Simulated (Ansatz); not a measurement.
Born–Oppenheimer molecular dynamics of BF2H3O (7 atoms, charge 0, multiplicity 1). It starts at the highest image of a converged band, a first-order saddle point between two minima.

These are results of RKS PBE/def2-SVP in Ansatz, not measurements.

```json
{"ensemble": "NVE (velocity Verlet)", "time step": "0.5 fs", "steps asked": "200", "starting velocities drawn for": "300 K", "seed": "6473"}
```

Frames 0.5 fs apart, positions in Å.

Velocities at 55.0 fs (Å/ps):

```
B -2.01 14.93 19.61
H -8.46 37.43 68.90
F 0.23 -3.17 -1.11
F -0.62 -4.58 -5.36
O 1.37 -8.96 -12.57
H -0.92 3.70 1.48
H 16.59 87.03 40.77
```

```xyz
7
Properties=species:S:1:pos:R:3 time_fs=55.0 energy_less_start_eV=-1.231 T=2205
B 0.061 -0.573 -0.281
H 0.179 2.213 3.164
F 1.082 0.261 -0.361
F -1.131 -0.030 -0.591
O 0.286 -1.804 0.133
H -0.571 -2.014 0.578
H -0.217 1.816 3.806
7
Properties=species:S:1:pos:R:3 time_fs=55.5 energy_less_start_eV=-1.298 T=2305
B 0.060 -0.566 -0.272
H 0.174 2.230 3.201
F 1.082 0.260 -0.362
F -1.131 -0.032 -0.594
O 0.287 -1.808 0.127
H -0.571 -2.014 0.578
H -0.207 1.861 3.824
7
Properties=species:S:1:pos:R:3 time_fs=56.0 energy_less_start_eV=-1.338 T=2364
B 0.059 -0.557 -0.262
H 0.167 2.246 3.240
F 1.082 0.258 -0.362
F -1.132 -0.034 -0.596
O 0.287 -1.813 0.121
H -0.570 -2.015 0.578
H -0.196 1.907 3.840
7
Properties=species:S:1:pos:R:3 time_fs=56.5 energy_less_start_eV=-1.323 T=2339
B 0.058 -0.549 -0.253
H 0.159 2.262 3.280
F 1.083 0.257 -0.363
F -1.132 -0.037 -0.599
O 0.287 -1.818 0.115
H -0.567 -2.018 0.576
H -0.185 1.954 3.855
7
Properties=species:S:1:pos:R:3 time_fs=57.0 energy_less_start_eV=-1.251 T=2232
B 0.057 -0.540 -0.244
H 0.153 2.278 3.317
F 1.083 0.256 -0.363
F -1.132 -0.039 -0.601
O 0.287 -1.823 0.109
H -0.564 -2.023 0.574
H -0.174 1.999 3.872
7
Properties=species:S:1:pos:R:3 time_fs=57.5 energy_less_start_eV=-1.170 T=2115
B 0.056 -0.532 -0.235
H 0.150 2.298 3.349
F 1.084 0.254 -0.364
F -1.133 -0.042 -0.604
O 0.287 -1.828 0.104
H -0.559 -2.030 0.571
H -0.167 2.042 3.895
7
Properties=species:S:1:pos:R:3 time_fs=58.0 energy_less_start_eV=-1.149 T=2083
B 0.055 -0.523 -0.226
H 0.151 2.321 3.374
F 1.085 0.253 -0.365
F -1.133 -0.044 -0.606
O 0.287 -1.833 0.099
H -0.553 -2.039 0.568
H -0.165 2.081 3.925
7
Properties=species:S:1:pos:R:3 time_fs=58.5 energy_less_start_eV=-1.196 T=2150
B 0.054 -0.515 -0.218
H 0.157 2.347 3.391
F 1.086 0.253 -0.365
F -1.134 -0.047 -0.609
O 0.286 -1.838 0.093
H -0.547 -2.050 0.564
H -0.167 2.117 3.963
7
Properties=species:S:1:pos:R:3 time_fs=59.0 energy_less_start_eV=-1.252 T=2230
B 0.054 -0.507 -0.209
H 0.167 2.376 3.401
F 1.087 0.252 -0.366
F -1.134 -0.049 -0.611
O 0.286 -1.843 0.088
H -0.541 -2.063 0.559
H -0.172 2.151 4.007
7
Properties=species:S:1:pos:R:3 time_fs=59.5 energy_less_start_eV=-1.258 T=2240
B 0.053 -0.499 -0.201
H 0.178 2.405 3.409
F 1.088 0.251 -0.367
F -1.135 -0.052 -0.613
O 0.285 -1.847 0.083
H -0.535 -2.079 0.554
H -0.179 2.183 4.054
7
Properties=species:S:1:pos:R:3 time_fs=60.0 energy_less_start_eV=-1.208 T=2165
B 0.052 -0.492 -0.194
H 0.189 2.435 3.417
F 1.089 0.251 -0.368
F -1.136 -0.054 -0.616
O 0.284 -1.851 0.078
H -0.530 -2.096 0.549
H -0.186 2.215 4.101
7
Properties=species:S:1:pos:R:3 time_fs=60.5 energy_less_start_eV=-1.127 T=2043
B 0.051 -0.486 -0.186
H 0.198 2.464 3.427
F 1.091 0.251 -0.368
F -1.136 -0.057 -0.618
O 0.283 -1.855 0.073
H -0.525 -2.116 0.543
H -0.191 2.248 4.145
```

Of the whole run (100 fs, mean temperature of the second half 1999 K): The conserved energy stayed within 0.77 meV per atom of its start (net change -0.046 meV per atom), so the integration is sound. The kinetic energy rose, since the run started high on the potential surface and went downhill. It ends in pieces (BF2HO + H2), so much of that is their flight and rotation, not heat. A run of 0.1 ps of so small a system gives no equilibrium averages. The orbitals stay closed-shell, which can raise the energy where a bond breaks towards radicals; this wasn't checked here.

The run took 4.5 min on 1 thread of Arm Neoverse V1 (shared host), peak memory 0.11 GiB.
